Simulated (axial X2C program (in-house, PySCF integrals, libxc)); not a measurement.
Worked dissociation energy of HfC⁻: PBE50, without spin–orbit coupling

All values were computed with an in-house relativistic program for diatomic molecules. Spin-free means the one-electron spin-free X2C Hamiltonian. Basis: Hf dyall-acv3z [14s15p10d7f4g], C dyall-av3z [8s7p3d2f] (cores contracted in-house); Gaussian nuclei, density fitting, unrestricted open shells. Masses: Hf 179.947 u, C 12.000 u.

Molecular state: M_S = 1/2, Λ = 0 (beyond evenly filled blocks: σα).

| Quantity | Value |
| --- | --- |
| E(Hf) (2M_S = 2, M_L = 2) | -15078.282552 hartree |
| E(C-) (2M_S = 3, M_L = 0) | -37.878820 hartree |
| E(HfC⁻) at Re | -15116.329620 hartree |
| ωe | 911.9 cm⁻¹ |
| ωexe | 3.78 cm⁻¹ |

(1) Work out De and D0.

One determinant describes the state; a PBE0 search over occupations chose it and may have missed a lower one. Dissociation energies refer to the lowest single-determinant-based atoms at the same level and basis. The functionals have no current-density term, which raises determinants with orbital currents, atoms included. The determinant is spin-polarised beyond a pure state at some levels (its spin-free form has ⟨S²⟩ too high), which makes Re and μ there less reliable. The stretched end of a curve changes character and is left out.

Each atomic determinant is the lowest at this level and need not be a pure term. Totals compare only within one Hamiltonian and basis.

Results:

(1) De = -15078.282552 + (-37.878820) − (-15116.329620) = 0.16825 hartree = 4.578 eV. The zero-point energy is ωe/2 − ωexe/4 = 455 cm⁻¹ = 0.056 eV, so D0 = 4.522 eV.
